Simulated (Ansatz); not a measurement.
Total energies of C$_{6}$H$_{15}$In, SMILES `[CH3][In]([CH3])[C](C)(C)C`.

Cartesian coordinates in Å:
```
C -1.490 -0.362 2.516
In 0.191 -0.319 1.150
C 2.179 -0.921 1.763
C -0.146 0.306 -0.936
C -1.281 1.316 -1.010
C -0.526 -0.940 -1.730
C 1.123 0.909 -1.522
H -1.192 -0.679 3.516
H -2.255 -1.049 2.145
H -1.946 0.629 2.582
H 2.888 -0.107 1.589
H 2.212 -1.197 2.817
H 2.511 -1.775 1.167
H -1.048 2.241 -0.471
H -1.481 1.596 -2.056
H -2.214 0.920 -0.597
H -0.707 -0.680 -2.785
H -1.443 -1.407 -1.357
H 0.265 -1.697 -1.721
H 0.968 1.182 -2.577
H 1.965 0.212 -1.487
H 1.428 1.821 -0.998
```

Charge 0, multiplicity 1. Correlated methods include outer-core shells of In, which these sets cover unevenly. In takes the def2 core potential. The geometry is a stationary point of PBE0-D4/def2-TZVP. Basis def2-TZVPP, Ansatz.

RPA on PBE orbitals: Hartree–Fock energy of these orbitals -425.12987 Eh, correlation -2.24607 Eh (frozen core).

```csv
functional,energy without D4 (Eh),D4 term (kJ/mol)
HSE06 (plane-wave form),-427.55605,-39.3
BHLYP,-427.63076,-61.1
```

Give the same for LDA (SPW92), PBE, revPBE, BLYP, r2SCAN, B97M-V, PBE0, B3LYP, r2SCANh, r2SCAN0, CAM-B3LYP, LC-ωPBE, ωB97X-V, ωB97M-V, B2PLYP, PBE-QIDH. (Estimate.)

Ansatz gave: 
```
 functional  energy without D4 (Eh)  D4 term (kJ/mol)
LDA (SPW92)              -425.27210                 –
        PBE              -427.52461             -48.7
     revPBE              -427.84412            -141.2
       BLYP              -427.67049            -103.7
     r2SCAN              -427.79138             -13.3
     B97M-V              -427.88288                 –
       PBE0              -427.57312             -41.9
      B3LYP              -427.95574             -77.4
    r2SCANh              -427.77016             -14.1
    r2SCAN0              -427.74013             -15.5
  CAM-B3LYP              -427.70381             -42.9
    LC-ωPBE              -427.76262                 –
    ωB97X-V              -427.79016                 –
    ωB97M-V              -427.67150                 –
     B2PLYP              -427.42297                 –
   PBE-QIDH              -427.34365                 –
```

B3LYP takes the VWN-RPA correlation (the form of Gaussian; ORCA's B3LYP/G). HSE06 is the plane-wave form, built on full-range PBE exchange. The double hybrids freeze the cores in their second-order part.

LC-ωPBE has ω = 0.4 bohr⁻¹.
